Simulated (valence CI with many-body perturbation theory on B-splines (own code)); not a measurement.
The numbers below are computed, except where a source is named.
## W34+: input, log and results

Method: configuration interaction combined with many-body perturbation theory (CI+MBPT): four valence electrons over a frozen Dirac-Fock core [Kr], a basis of 6 s, 6 p, 5 d, 5 f, 1 g functions for each j, with the one-electron correlation potential Σ1 (screened to all orders), the two-electron term Σ2, the three-electron term Σ3, Breit, model QED; selected single and double excitations, second order for the rest, scaled by the run's own slope (own B-spline code, finite nucleus).

Command, and the settings that its task file holds:

```sh
python run_cv.py task.json out
```

```
atom W  Z=74  mass_number=184  rms_radius_fm=5.3658
core [Kr]
valence 4d4
avg = 1
basis = S
breit = 1
cap = 10000
capref = 1200
cscale = 1
de = 0.0
dress = 0
eps = 2e-08
extrap = 1
h = 0.27
hh = 1
l2 = 3
lcore = 6
maxit = 60
n2 = 5
natural = 1
nlev = 21
nno = [3, 3, 3, 3, 1]
nroot = 26
nsp = [3, 3, 2, 2, 0]
pt2 = 1
qed = 1
rmax = 0.87
rpa = 1
s1 = 1
s2 = 1
s3 = 1
screen = 1
tol = 2e-05
whole = 1
```

It took 27 s on 1 thread of Arm Neoverse V1 (shared host).

Log. The first blocks belong to the next ion, which gives the ionisation energy. Fields: 2J, parity (1 odd), roots, reference size, generating configurations, candidates as configurations/state functions, variational space P, stored matrix elements, Davidson steps; e2 is the range of second-order energies in hartree. The first line gives the box (bohr), its intervals, the orbitals and the steps of their self-consistent field. Window is the range of levels sought, series limit the energy at which the first omitted orbital would enter, core excitation an estimate of the first excitation out of the core, left out the lowest levels not solved, and shifts from estimates the range by which levels moved from their first estimate, all in cm⁻¹.

```
rmax 0.9 intervals 52 orbitals 40 references ['4d4', '4d3 4f', '4d2 4f2', '4d 4f3'] scf 4 t 0.8
2J=3 par=0 roots 2 ref 38 generators 5 cand 1144/2800 P 395/965 nnz 0 it 0
2J=3 par=0 roots 2 ref 38 generators 9 cand 1407/3343 P 590/1466 nnz 0 it 4
   second order: generators 10 cand 1530/3609 e2 -0.00001 -0.00000
reference levels 34, estimated 1, window 0 1/cm; series limit 52070, core excitation 1274566
2J=0 par=0 roots 1 ref 5 generators 3 cand 1628/3139 P 401/685 nnz 0 it 0
2J=0 par=0 roots 1 ref 5 generators 3 cand 1503/2888 P 594/1069 nnz 0 it 0
   second order: generators 5 cand 2033/3950 e2 -0.00001 -0.00001
left out: unestimated 121076, estimated none, shifts from estimates 0 to 0
operators 2.7
```

The Davidson iterations converged. The settings are bad on purpose, so the numbers may not be properties of the ion.

No measured spectrum was set against this ion. As an estimate, large intervals hold to a few tenths of a per cent, small ones and those within an open d or f shell to about a per cent. Only levels of the ground parity were solved; by the run's estimate the other parity begins above the list, which can be wrong where configurations are misplaced.

- Valence energy: -223.8044 hartree
- Ionisation energy: 1437.9 eV (NIST: 1459.9 ± 1.5 eV (semi-empirical))
- Reference configurations for the orbitals: 4d4, 4d3 4f, 4d2 4f2, 4d 4f3
- Radial orbitals: 40
- Box radius: 0.87 bohr
- Largest variational space: 1069
- Lowest levels: (4d3/2^4) J=0 0.0 cm⁻¹

Levels are named by their leading jj configuration (3d3/2^4 stands for four electrons in 3d with j = 3/2), which in mixed levels can hold well under half, so a name can repeat and another be missing.
